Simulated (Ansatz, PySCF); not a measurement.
Process, species as SMILES: C (CH4) -> [CH3-] + H+
Geometries: B3LYP-D3(BJ)/def2-TZVP minima from Ansatz (a quantum-chemistry and plane-wave program).
Geometry of the first species:
SMILES: C
```xyz
5

C      0.0000     0.0000     0.0000
H      0.6205     0.6269     0.6390
H     -0.6429    -0.6249     0.6185
H      0.6369    -0.6328    -0.6166
H     -0.6146     0.6308    -0.6409
```
Charge 0, spin multiplicity 1.

Quantity: gas-phase deprotonation energy (enthalpy at 298 K, with B3LYP-D3(BJ) rigid-rotor harmonic-oscillator terms from PySCF), in kcal/mol. Correlated levels leave the core frozen unless marked. No spin-orbit coupling. No relativistic terms. FCI takes restricted orbitals. Anions need diffuse functions: aug- sets have them; def2-D sets add few; the other sets have none. Basis-set limits of correlation are two-point, X^-3; Hartree-Fock from the larger set. [CCSD(T)-MP2]/basis is that difference in the basis named.

From measured enthalpies of formation at 298 K: 418.0 kcal/mol (C (CH4) -17.8, ATcT 1.112; [CH3-] 34.5, ATcT 1.112; H+ 365.7, ATcT 1.112). It holds spin-orbit effects, which the calculations lack, and core correlation, which the frozen-core levels lack.

| level | program | gas-phase deprotonation energy (kcal/mol) | error against measurement |
|---|---|---|---|
| HF/def2-SVPD | Ansatz | 429.6 | 11.6 |
| HF/def2-QZVPPD | Ansatz | 427.0 | 9.0 |
| PBE-D4/def2-TZVPD | Ansatz + dftd4 | 416.4 | -1.6 |
| BLYP/def2-TZVPD | Ansatz | 416.2 | -1.8 |
| TPSS-D3(BJ)/def2-TZVPD | PySCF + dftd3 | 421.9 | 3.9 |
| PBE0-D3(BJ)/def2-TZVPD | Ansatz + dftd3 | 421.1 | 3.1 |
| TPSSh-D4/def2-TZVPD | PySCF + dftd4 | 422.4 | 4.4 |
| PW6B95-D3(BJ)/def2-TZVPD | PySCF + dftd3 | 421.7 | 3.7 |
| MN15-D3(BJ)/def2-TZVPD | PySCF + dftd3 | 417.6 | -0.4 |
| wB97X-V/def2-TZVPD | Ansatz | 421.8 | 3.8 |
| MP2/6-31G | Ansatz | 452.0 | 34.0 |
| RI-MP2/aug-cc-pVTZ | Ansatz | 414.9 | -3.1 |
| RI-MP2/CBS(aug-cc-pVTZ,aug-cc-pVQZ) | Ansatz | 414.9 | -3.1 |
| SCS-MP2/cc-pwCVTZ | Ansatz | 430.6 | 12.6 |
| CCSD/6-31G* | Ansatz | 450.5 | 32.5 |
| CCSD/cc-pVTZ | Ansatz | 430.8 | 12.8 |
| CCSD(T)/6-31G* | Ansatz | 450.3 | 32.3 |
| FCI/6-31G | Ansatz | 453.4 | 35.4 |
| RI-MP2/CBS(aug-cc-pVTZ,aug-cc-pVQZ)+[CCSD(T)-MP2]/aug-cc-pVDZ | Ansatz | 416.5 | -1.5 |
| RI-MP2/CBS(aug-cc-pVTZ,aug-cc-pVQZ)+[CCSD(T)-MP2]/aug-cc-pVTZ | Ansatz | 416.8 | -1.2 |
| CCSD(T)/CBS(def2-TZVPPD,def2-QZVPPD) | Ansatz | 419.7 | 1.7 |
